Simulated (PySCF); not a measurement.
# How methods differ on the ionisation energy of Li⁺

Li⁺ 1s2 (1S) → Li²⁺ 1s1 (2S), as a difference of total energies. All numbers are calculated (PySCF 2.14, no relativity, point nucleus, in cc-pVDZ). Correlated levels: valence: nothing frozen. The calculations carry no spin-orbit coupling.

```
           method  ionisation energy (eV)  difference from reference (eV)
              UHF                  75.833                          +0.193
             TPSS                  77.159                          +1.519
              PBE                  76.589                          +0.949
    MP2 (valence)                  75.836                          +0.196
SCS-MP2 (valence)                  75.836                          +0.196
   CCSD (valence)                  75.835                          +0.195
```

Reference: 75.640 eV (theoretical estimate listed by NIST; NIST Atomic Spectra Database, ionization energies).

Errors of the correlated levels include the incompleteness of this basis.

With two correlated electrons CCSD is exact in that space.
